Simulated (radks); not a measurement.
The numbers below are computed, except where a source is named.
Coulomb parameter of the 4d shell of the cadmium ion Cd2+ in the model configuration [Kr] 4d8.5 5s1.5, as a second difference U = [E(n + 0.5) + E(n - 0.5) - 2 E(n)] / (0.5)^2 with all orbitals relaxed. "Bare": the charge of the atom changes with n. "Screened": the 5s shell takes up the change at fixed total charge, which measures U(4d,4d) + U(5s,5s) - 2 U(4d,5s). Code: a radial shooting solver on a logarithmic mesh with Libxc functionals. Model: scalar-relativistic Kohn-Sham, PBE, spin-unpolarised, spherical densities, point nucleus.

\begin{tabular}{lrr}
case & configuration & E - E(n) (eV) \\ \hline
start & [Kr] 4d8.5 5s1.5 & 0.000 \\
bare +0.5 & [Kr] 4d9 5s1.5 & -16.614 \\
bare -0.5 & [Kr] 4d8 5s1.5 & 20.421 \\
screened +0.5 & [Kr] 4d9 5s1 & -6.152 \\
screened -0.5 & [Kr] 4d8 5s2 & 6.824 \\
\end{tabular}

U(bare) = 15.230 eV, U(screened by 5s) = 2.687 eV, against the Slater integral F0(4d,4d) = 20.609 eV with frozen orbitals.
